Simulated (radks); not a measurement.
Ionisation of the gadolinium ion Gd+, [Xe] 4f7 5d1 6s1, to [Xe] 4f7 5d1 as the strength of local exchange is varied. All-electron calculation, Dirac Kohn-Sham, Slater X-alpha exchange (alpha = 2/3 is LDA exchange), no correlation, spin-unpolarised, spherical densities, finite nucleus; open shells fill j = l - 1/2 first; Fermi nuclear charge, rms radius 5.1569 fm. Program: a radial shooting solver on a logarithmic mesh with Libxc functionals.

alpha  E(Gd+) (hartree)  exchange (hartree)  IE (eV)  -e of the level emptied (eV)  <r> of it (bohr)
0.667       -11265.2973           -235.7289   11.430                 8.604 (6s1/2)             3.698
0.754       -11296.0880           -267.2285   11.904                 9.073 (6s1/2)             3.629
0.787       -11307.7899           -279.2214   12.086                 9.255 (6s1/2)             3.603
0.908       -11350.8034           -323.4056   12.769                 9.939 (6s1/2)             3.510
0.954       -11367.1994           -340.2893   13.034                10.206 (6s1/2)             3.476
0.97        -11372.9080           -346.1730   13.127                10.300 (6s1/2)             3.464

NIST Atomic Spectra Database: 12.08 eV (semi-empirical). The Delta-SCF value meets it near alpha = 0.79. Spin polarisation and multiplet splitting are left out, so open shells lie too high by an amount that depends on their filling.

Beside tabulated values, note that spin-unpolarised runs miss the spin-polarisation part of the exchange energy of open shells.
